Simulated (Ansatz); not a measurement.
System: RuF3, net charge 0, quartet state. The spin state was set by rule; other spins were not relaxed. 
Structure (B3LYP-D3(BJ)/def2-TZVP (Ansatz, a quantum-chemistry and plane-wave program) minimum search):
```
Ru
F 1 1.8530
F 1 1.8530 2 162.85
F 1 1.8685 2 98.57 3 -180.00
```
Charge 0, spin multiplicity 4.

Dipole moments at this geometry, in debye (magnitudes). The program attaches cautions to the SVWN5/def2-TZVPD run: asymmetric forces. The program attaches cautions to the revPBE/def2-TZVPD run: asymmetric forces. The program attaches cautions to the r2SCAN/def2-TZVPD run: asymmetric forces. The program attaches cautions to the B97M-V/def2-TZVPD run: asymmetric forces.

| level | program | dipole (D) |
|---|---|---|
| SVWN5/def2-TZVPD | Ansatz | 1.97 |
| BLYP/def2-TZVPD | Ansatz | 2.04 |
| revPBE/def2-TZVPD | Ansatz | 2.13 |
| r2SCAN/def2-TZVPD | Ansatz | 2.23 |
| B97M-V/def2-TZVPD | Ansatz | 2.39 |
| B3LYP/def2-TZVPD | Ansatz | [?] |
| PBE0/def2-TZVPD | Ansatz | 2.51 |
| LC-wPBE/def2-TZVPD | Ansatz | 2.69 |
| wB97X-V/def2-TZVPD | Ansatz | 2.64 |
| CCSD(T)/def2-SVPD | Ansatz | [?] |

**Question.** Complete the blanks.

**Answer.** 
- B3LYP/def2-TZVPD, dipole (D): 2.46
- CCSD(T)/def2-SVPD, dipole (D): 2.68
